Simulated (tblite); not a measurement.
Compound: C9H10P (charge -1).
Geometry (GFN2-xTB, Å), atoms numbered from 1 in this order:
```
atom  x, y, z in Å
C1     3.9624    0.7851    0.2017
C2     2.7216    0.3313   -0.0252
P3     1.2441    1.2782    0.2494
C4    -0.0422    0.0485    0.0966
C5     0.1454   -1.3400    0.2115
C6    -0.9026   -2.2271    0.1078
C7    -2.1969   -1.7728   -0.0941
C8    -2.4122   -0.4021   -0.1763
C9    -1.3757    0.5001   -0.0790
C10   -1.6417    1.9712   -0.1616
H11    4.1401    1.7470    0.6553
H12    4.8394    0.2101   -0.0656
H13    2.6090   -0.6395   -0.4990
H14    1.1356   -1.7293    0.4047
H15   -0.7143   -3.2925    0.1989
H16   -3.0249   -2.4673   -0.1734
H17   -3.4238   -0.0331   -0.3211
H18   -2.6899    2.1783   -0.3832
H19   -1.3710    2.4503    0.7803
H20   -1.0074    2.4143   -0.9306
```

Computed with GFN2-xTB (tblite): harmonic, unscaled wavenumbers at the GFN2-xTB geometry, gas phase. This tight-binding method is rough: wavenumbers can miss measured ones by several per cent, in bad cases by 10 to 20. One conformer, not necessarily the lowest.

Harmonic wavenumbers (cm⁻¹): 53.3, 81.5, 120.1, 134.4, 194.0, 233.6, 249.5, 307.8, 391.4, 404.9, 430.1, 474.3, 522.2, 541.1, 637.0, 687.2, 736.7, 742.1, 750.0, 802.8, 831.4, 880.7, 901.2, 962.5, 998.0, 1012.4, 1028.4, 1049.3, 1101.7, 1161.1, 1188.6, 1212.8, 1259.0, 1280.7, 1345.2, 1394.6, 1396.3, 1426.4, 1455.3, 1466.4, 1492.1, 1530.6, 1580.1, 1592.1, 2968.1, 2973.0, 2975.5, 2991.3, 2992.5, 2996.1, 3022.1, 3027.3, 3060.4, 3083.1.

A = 2227, B = 778.9, C = 582.9 MHz; mass 149.052 u (most abundant isotopes); point group C1, symmetry number 1.

Zero-point energy?

Half the sum of the wavenumbers: 34065 cm⁻¹ = 407.51 kJ/mol.

What is S at 200 K and 1 bar for an ideal gas of classical rigid rotors and harmonic oscillators?

Translation 162.97, rotation 121.14, vibration 77.69: S = 361.8 J/(mol K).

And Cp and H(200 K) − H(0)?

Cp = 124.43 J/(mol K), of which vibrations give 91.17 (their classical limit is 54 R = 449.0); H(200 K) − H(0) = 15.44 kJ/mol without the zero-point energy, 8.79 from vibrations.

How do the functions run with temperature in this model?

| T (K) | S (J/(mol K)) | Cp (J/(mol K)) | H − H(0) (kJ/mol) | G − H(0) (kJ/mol) | ln q(vib) |
| --- | --- | --- | --- | --- | --- |
| 150 | 329.6 | 101.0 | 9.81 | -39.62 | 2.75 |
| 250 | 392.1 | 148.6 | 22.26 | -75.77 | 5.39 |
| 298.15 | 420.3 | 172.0 | 29.98 | -95.34 | 6.69 |
| 400 | 477.5 | 218.3 | 49.91 | -141.08 | 9.48 |
| 600 | 580.1 | 288.0 | 101.00 | -247.06 | 14.96 |
| 900 | 710.3 | 353.0 | 198.02 | -441.29 | 22.79 |

q(vib) and H(0) count from the zero-point level.

Which modes carry the vibrational entropy at 200 K?

53.3 cm⁻¹: 16.34; 81.5 cm⁻¹: 12.87; 120.1 cm⁻¹: 9.78; 134.4 cm⁻¹: 8.91; 194.0 cm⁻¹: 6.19; 233.6 cm⁻¹: 4.91 J/(mol K); the other 48 give 18.69 together.

Blend soft modes into free rotors: weight 1/[1 + (100 cm⁻¹/ν̃)⁴] for the oscillator and the rest for a rotor with moment μB/(μ + B), μ = h/(8π²ν), B = 10⁻⁴⁴ kg m². What vibrational entropy results?

73.52 J/(mol K) in place of 77.69, which changes −T·S at 200 K by +0.83 kJ/mol.

Hindered rotation and anharmonicity are outside this model. Other conformers, if any are populated, would add a mixing term that is left out. The structure is chiral; the term R ln 2 for an equal mix with its mirror image is left out.

On one thread of an Arm Neoverse V1, no GPU, shared host with 32 logical CPUs at a one-minute load of 18, this took 0.92 s. The figure is for the frequency step alone.
